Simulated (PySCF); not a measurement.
UHF on Al¹¹⁺ (aluminium, charge +11)

Configuration: 1s2, closed-shell 1S. Computed with PySCF 2.14 in an uncontracted even-tempered set (17 s from 6.2 bohr⁻², ratio 2; 7 p from 9.7 bohr⁻², ratio 2.2; 4 d from 29 bohr⁻², ratio 2.2; 4 f from 44 bohr⁻², ratio 2.2; 3 g from 65 bohr⁻², ratio 2.2; 2 h from 98 bohr⁻², ratio 2.2), with the non-relativistic Hamiltonian (point nucleus).

| Property | Result |
| --- | --- |
| Total energy | -160.986036 hartree |
| One-electron energy | -168.8888 hartree |
| Hartree (Coulomb) energy | 15.8055 hartree |
| Exchange energy | -7.9027 hartree |
| Kinetic energy | 160.98588 hartree |
| ⟨S²⟩ | 0.0000 |
| ⟨L²⟩ | 0.000 |
| Sum of ⟨r⟩ | 0.2376 bohr |
| Sum of ⟨r²⟩ | 0.03779 bohr² |
| Density at the nucleus (Gaussians lack the cusp) | 1310 bohr⁻³ |

| shell | electrons | mean orbital energy (eV) | rms radius, mean of both spins (bohr) |
| --- | --- | --- | --- |
| 1s | 2 | -2082.8 | 0.137 |
